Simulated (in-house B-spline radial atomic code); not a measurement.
Results of a calculation; reference values are marked as such.
## Making a Troullier-Martins p channel for Sc, r_c = 0.97 bohr

Sc, [Ar] 3d1 4s2, non-relativistic LDA (VWN5), spherical and spin-unpolarised, from an all-electron radial atomic-structure program (B-spline basis) (atomic units). The all-electron 3p level is ε = -1.233167 hartree, its outermost node lies just inside 0.40 bohr and its outer maximum at 0.97 bohr.

Inside r_c the pseudo-orbital is u(r) = r^2 exp(p(r)), with p = c0 + c2 r² + c4 r⁴ + … + c12 r¹². The seven coefficients follow from p and its first four derivatives at r_c, from zero curvature of the screened potential at the origin, c4 = −c2²/(2l + 5), and from the norm inside r_c. At r_c the all-electron orbital has P = 0.9914332, P' = -0.006096331, the screened potential V = -4.162561, V' = 8.894356, V'' = -25.57167, and the norm inside is Q = 0.3661101.

What are p, p' and p'' at r_c?

p = ln(P/r_c^2) = ln(0.9914332/0.9409) = 0.05231. p' = P'/P − 2/r_c = -0.00615 − 2.06186 = -2.06800. The radial equation gives p'' = 2(V − ε) − 2(2) p'/r_c − p'² = -5.85879 − (-8.52786) − 4.27664 = -1.60758. Differentiating, p''' = 2V' + 2(2)p'/r_c² − 2(2)p''/r_c − 2p'p'' = 8.9773, and p'''' = 2V'' − 4(2)p'/r_c³ + 4(2)p''/r_c² − 2(2)p'''/r_c − 2p''² − 2p'p''' = -51.743.

For a trial c2 the five matching conditions are linear in c0, c6, c8, c10 and c12, and c2 is varied until the norm inside r_c equals Q. The root nearest zero gives:

```
 n          c_n
 0     0.956395
 2   -0.7927452
 4  -0.08977786
 6   -0.2017903
 8  -0.05683466
10    0.2972968
12   -0.1229544
```

Check c4 and p(r_c), and find the screened pseudopotential at the origin.

−c2²/7 = -0.0897779, as listed. The terms c_n r_c^n are 0.95640, -0.74589, -0.07948, -0.16809, -0.04454, 0.21923, -0.08531, which sum to 0.05231. Inverting the radial equation, V_l(r) = ε + 2 p'/r + (p'' + p'²)/2, so V_l(0) = ε + (2l + 3) c2 = -1.233167 + 5 × (-0.792745) = -5.1969 hartree, finite where the all-electron potential diverges.

Orbitals and screened potentials:

| r (bohr) | P | u | V all-electron | V pseudo |
| --- | --- | --- | --- | --- |
| 0.097 | -0.3496 | 0.0243 | -160.4 | -5.197 |
| 0.242 | -0.4495 | 0.1454 | -45.86 | -5.213 |
| 0.388 | -0.02022 | 0.3467 | -22.03 | -5.3 |
| 0.534 | 0.4511 | 0.5849 | -12.86 | -5.498 |
| 0.679 | 0.7775 | 0.8027 | -8.359 | -5.661 |
| 0.824 | 0.9456 | 0.9467 | -5.787 | -5.322 |
| 0.97 | 0.9914 | 0.9914 | -4.163 | -4.163 |

Logarithmic derivatives P'/P at R = 1.27 bohr, for energies E around ε:

```
E − ε (hartree)  all-electron      pseudo
           -0.5    -0.0107968  -0.0118647
          -0.25     -0.340194   -0.340524
           -0.1     -0.562835   -0.562895
              0     -0.723786   -0.723784
            0.1     -0.896235   -0.896308
           0.25      -1.17988    -1.18042
            0.5      -1.73627    -1.73915
```

With P(R) = 0.8743092 and a norm of 0.6362483 inside R, what slope in energy does norm conservation fix?

d(P'/P)/dE = −2 × (norm inside R)/P(R)² = -1.6647 per hartree·bohr at E = ε, for both atoms, since orbital and norm agree at R. Differences over ±0.1 hartree give -1.6670 (all-electron) and -1.6671 (pseudo), which also hold third-order terms. Half a hartree below ε the two curves differ by -0.0011.
